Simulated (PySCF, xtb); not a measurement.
C5H9O, SMILES C([CH]C)C(C)=O, multiplicity 2. Other conformers were not sampled.

Harmonic wavenumbers (cm⁻¹) from xtb 6.7.1 with GFN2-xTB at its own minimum, in rising order: 94, 100, 131, 142, 187, 342, 416, 505, 519, 554, 811, 909, 937, 973, 978, 992, 1074, 1131, 1181, 1198, 1207, 1344, 1369, 1396, 1441, 1454, 1461, 1468, 1486, 1736, 2897, 2973, 2983, 3003, 3008, 3024, 3044, 3050, 3115.

**Question.** What does B3LYP-D3(BJ)/def2-SVP run with PySCF give at its own minimum? (Estimate from the structure and the level; the computed values follow.)

**Answer.** 46, 67, 111, 128, 216, 342, 407, 507, 529, 590, 778, 869, 891, 957, 971, 1022, 1096, 1155, 1177, 1249, 1254, 1366, 1369, 1400, 1431, 1438, 1448, 1450, 1461, 1831, 2946, 3024, 3033, 3043, 3096, 3097, 3111, 3160, 3166. Paired by order, the mean absolute difference is 33 cm⁻¹ and the zero-point energies are 78.1 and 79.0 kcal/mol.
